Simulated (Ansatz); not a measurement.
Input file for Ansatz (an electronic-structure program): R-wB97X-V/def2-TZVPPD on GeH3I (SMILES [GeH3][I]) with ghost functions, monomers drawn apart or pushed together. Elements past Kr take the def2 small-core potentials; no spin–orbit coupling. Files ending in .json are basis or fitting sets from the Basis Set Exchange.

Ansatz 0.2 input:
```yaml
crystal:
  periodic: [false, false, false]
  atoms:
    - {symbol: Ge, position_ang: [-0.96600186, 1.13646228, 0.75836400]}
    - {symbol: I, position_ang: [0.21707571, -0.99698389, 0.05100314]}
    - {symbol: H, position_ang: [0.06753316, 2.02844844, 1.45395229]}
    - {symbol: H, position_ang: [-1.50920238, 1.79794611, -0.51394375]}
    - {symbol: H, position_ang: [-2.09978816, 0.74160661, 1.71023897]}
basis:
  gaussian:
    orbitals: def2-TZVPPD.json
    ghost_atoms:
      - {symbol: C, position_ang: [0.21652112, 0.03406958, 5.81906712]}
      - {symbol: H, position_ang: [0.59653680, -0.55499082, 4.98578402]}
      - {symbol: H, position_ang: [0.59552347, -0.37403741, 6.75493894]}
      - {symbol: H, position_ang: [0.54580995, 1.06734083, 5.71621099]}
      - {symbol: H, position_ang: [-0.87221633, -0.00257982, 5.82319008]}
hamiltonian:
  xc: {name: wB97X-V}
scf: {lower_state_search: off}
```

The head of its log:

```
WARN ansatz: RAYON_NUM_THREADS=1 ignored (pool sized by the plan → 1); use --threads N
Functional definition: wB97X-V
these checks for a lower state are left out or cut short: stability, starts, cluster_reference, orbital_swaps, neighbouring_geometries, increment
integrals: 0.28 GiB planned
1398 factors; their error is unknown
integrals: 0.31 GiB planned
415 factors; integrals over basis functions are off by at most 4.4e-5 eV
mean field: 1.64 GiB planned
mean field evaluation 1: about -64662.6594 eV, gradient 1.9e1 eV
mean field evaluation 2: about -64662.8795 eV, gradient 2.0e1 eV
```

Task: Give the final energy of this run.

Result: -2376.3411 hartree.
